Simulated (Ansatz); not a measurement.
Ansatz (an electronic-structure program) input (BHLYP/def2-TZVPD):

Ansatz 0.2 input:
```yaml
crystal:
  periodic: [false, false, false]
  atoms:
    - {symbol: C, position_ang: [1.07047504, 0.69372954, 1.08426543]}
    - {symbol: B, position_ang: [0.46359583, -0.24182661, 0.13953698]}
    - {symbol: C, position_ang: [1.07296706, -1.70637452, -0.17874205]}
    - {symbol: N, position_ang: [-0.76705311, 0.04730652, -0.64671354]}
    - {symbol: C, position_ang: [-1.57611342, 1.19981100, -0.34478124]}
    - {symbol: H, position_ang: [0.67036195, 1.67668251, 1.33473297]}
    - {symbol: H, position_ang: [2.00747154, 0.47178168, 1.59549331]}
    - {symbol: H, position_ang: [0.35895174, -2.51385495, 0.04911772]}
    - {symbol: H, position_ang: [1.97651431, -1.90506797, 0.40613208]}
    - {symbol: H, position_ang: [1.33422354, -1.82550449, -1.24042495]}
    - {symbol: H, position_ang: [-1.32715795, -0.75975923, -0.88197765]}
    - {symbol: H, position_ang: [-0.96536475, 2.10450502, -0.42934975]}
    - {symbol: H, position_ang: [-1.99385792, 1.20797062, 0.68018516]}
    - {symbol: H, position_ang: [-2.41372190, 1.29823796, -1.04905184]}
basis:
  gaussian:
    orbitals: def2-TZVPD
hamiltonian:
  xc: {name: BHLYP}
total_charge: -1
output: {forces: true}
```

Output:

```
Functional definition: BHLYP
integrals: 0.19 GiB planned
1546 factors; their error is unknown
0.45 GiB of the device are held for the grids
1.52 GiB of device memory are held for the factors and their scratch space
mean field: 1.70 GiB planned
mean field evaluation 1: about -5416.3814 eV, gradient 5.4e1 eV
mean field evaluation 2: about -5401.1983 eV, gradient 7.5e1 eV
mean field evaluation 4: about -5423.4049 eV, gradient 5.7e0 eV
mean field evaluation 8: about -5423.5276 eV, gradient 2.4e-1 eV
mean field evaluation 16: about -5423.5354 eV, gradient 6.6e-4 eV
mean field -5423.53539331 eV, -199.3112494998 hartree, gradient 1.2e-5 eV, S^2 0.000000; 0 other end points of the search recorded, 0 dependent functions left out
the calculation of the forces begins
reference -5423.53561288 eV, -199.3112575688 hartree; 20, 20 occupied and 246, 246 virtual orbitals, 1546 factors
Total energy: -5423.53561288 eV, -199.3112575688 hartree
Atom 0 at     1.070475     0.693730     1.084265 Å, force     0.060951     0.068732     0.055144 eV/Å
Atom 1 at     0.463596    -0.241827     0.139537 Å, force    -0.071120     0.004031    -0.066868 eV/Å
Atom 2 at     1.072967    -1.706375    -0.178742 Å, force     0.050018    -0.141503    -0.026706 eV/Å
Atom 3 at    -0.767053     0.047307    -0.646714 Å, force    -0.252007    -0.118271     0.163212 eV/Å
Atom 4 at    -1.576113     1.199811    -0.344781 Å, force     0.017493     0.052162     0.022872 eV/Å
Atom 5 at     0.670362     1.676683     1.334733 Å, force     0.105269    -0.228565    -0.060798 eV/Å
Atom 6 at     2.007472     0.471782     1.595493 Å, force    -0.230481     0.050499    -0.113298 eV/Å
Atom 7 at     0.358952    -2.513855     0.049118 Å, force     0.161208     0.196356    -0.044267 eV/Å
Atom 8 at     1.976514    -1.905068     0.406132 Å, force    -0.203087     0.043148    -0.134146 eV/Å
Atom 9 at     1.334224    -1.825504    -1.240425 Å, force    -0.060424     0.044291     0.245215 eV/Å
Atom 10 at    -1.327158    -0.759759    -0.881978 Å, force     0.245398     0.341129     0.080505 eV/Å
Atom 11 at    -0.965365     2.104505    -0.429350 Å, force    -0.166097    -0.231937     0.006106 eV/Å
Atom 12 at    -1.993858     1.207971     0.680185 Å, force     0.122213    -0.044197    -0.300012 eV/Å
Atom 13 at    -2.413722     1.298238    -1.049052 Å, force     0.220665    -0.035874     0.173040 eV/Å
Dipole moment:    -0.744443    -0.213342    -0.452703 e Å
```

It need not be the lowest isomer of its formula. Whether it binds its extra electron was not tested at this geometry.
